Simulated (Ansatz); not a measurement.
# Counterpoise correction, worked out

The pair of K⁺ (SMILES [K+], atom 1) and C2H2 (SMILES C#C, atoms 2–5), both closed shells, in one local arrangement (a lower one may exist), relaxed at PBE0-D4/def2-TZVP:

```
atom    x (Å)    y (Å)    z (Å)
  K1   0.0039  -0.3096  -2.4800
  C2  -0.0500  -0.5210   0.6544
  C3   0.0482   0.6659   0.5063
  H4  -0.1374  -1.5650   0.8651
  H5   0.1353   1.7297   0.4541
```

Computed with Ansatz 0.2.0 (basis: def2-TZVPPD); correlated methods freeze the cores. The outer core shell of Li, Na, Mg and K is correlated. The def2 sets are not built for correlating such inner shells, so the correlated values are less sure here.

MP2 total energies in eV:

| system | geometry | basis functions | energy |
| --- | --- | --- | --- |
| pair | pair | all | -18403.94774 |
| K⁺ | as in the pair | all (partner as ghosts) | -16303.90587 |
| C2H2 | as in the pair | all (partner as ghosts) | -2099.66165 |
| K⁺ | as in the pair | its own | -16303.88668 |
| C2H2 | as in the pair | its own | -2099.65398 |
| K⁺ | free (PBE0-D4 minimum) | its own | -16303.88668 |
| C2H2 | free (PBE0-D4 minimum) | its own | -2099.66372 |

Q: Work out the interaction energy with and without the counterpoise correction, the superposition error, and the binding energy from the relaxed fragments.

A: Without correction: -18403.94774 − (-16303.88668) − (-2099.65398) = -0.40708 eV.
With correction (each fragment in the whole basis): -18403.94774 − (-16303.90587) − (-2099.66165) = -0.38022 eV = -8.77 kcal/mol.
The superposition error is the difference, 0.02686 eV, 7 % of the uncorrected value: each fragment borrows its partner's functions.
Deformation from the free shapes: 0.00000 eV for K⁺ and 0.00974 eV for C2H2.
Binding energy from relaxed fragments: -0.38022 + 0.00000 + 0.00974 = -0.37048 eV = -8.54 kcal/mol (electronic, without zero-point energy; negative means bound). For comparison, the corrected interaction energy by CCSD(T) at an estimated basis limit (MP2 extrapolated from triple and quadruple zeta, plus CCSD(T) − MP2 in triple zeta) is -0.414 eV.

T1 diagnostic: at most 0.014.

For scale, one of the runs: CCSD(T)/def2-TZVPPD, 144 basis functions, launched by `ansatz run in.yaml --threads 2 --pin off --events-out ev --progress --plain --max-ram 5222MiB`. Time: 6.5 s of wall clock on 2 CPU threads of an Arm Neoverse V1; the host was shared. Peak host memory: 0.67 GiB.
